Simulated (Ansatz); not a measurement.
Energy needed to pull apart CHClSi2 (SMILES Cl[Si]1=[Si]=C1), closed shell, into free ground-state atoms, from the structure below (displaced at random from a GFN2-xTB minimum); no zero-point or spin–orbit terms; open-shell atoms are treated unrestricted, in their ground-state multiplicity.

```
5
angstrom
Cl -2.0220 -1.4676 0.8982
Si -0.9924 -0.0395 -0.2848
Si 0.5224 1.5394 -1.2418
C 0.8657 0.2626 0.0601
H 1.4683 -0.2056 0.7994
```

Computed with Ansatz 0.2.0 (basis: def2-TZVPP); correlated methods freeze the cores.

| method | atomization energy (kcal/mol) |
| --- | --- |
| PBE-D4 | 414.9 |
| revPBE-D4 | ? |
| r2SCAN-D4 | ? |
| B97M-V | 406.4 |
| PBE0-D4 | 400.6 |
| wB97M-V | 400.7 |
| HF | 260.9 |
| MP2 | 395.8 |
| CCSD | 367.3 |
| CCSD(T) | 381.6 |

(1) What does r2SCAN-D4 give? (An estimate is asked for; the value comes from the calculation.)

(2) What does revPBE-D4 give? (An estimate is asked for; the value comes from the calculation.)

T1 diagnostic: at most 0.017. The restricted Hartree–Fock reference is unstable towards an unrestricted one here.

Answers

(1) Computed: 401.3 kcal/mol, which is about 19.7 kcal/mol more than CCSD(T)/def2-TZVPP.

(2) By the calculation: 403.7 kcal/mol, which is about 22.1 kcal/mol more than CCSD(T)/def2-TZVPP.

In triple zeta the MP2 and coupled-cluster atomization energies are still short of their basis limit by a few kcal/mol a bond, whereas those of the functionals are nearly converged, so these differences are not deviations from converged CCSD(T).

For scale, one of the runs: CCSD(T)/def2-TZVPP forces, 171 basis functions (an equivalent command: `ansatz run in.yaml --threads 4`). Time: 52 s of wall clock on 4 CPU threads; the host was shared. Peak host memory: 2.4 GiB.
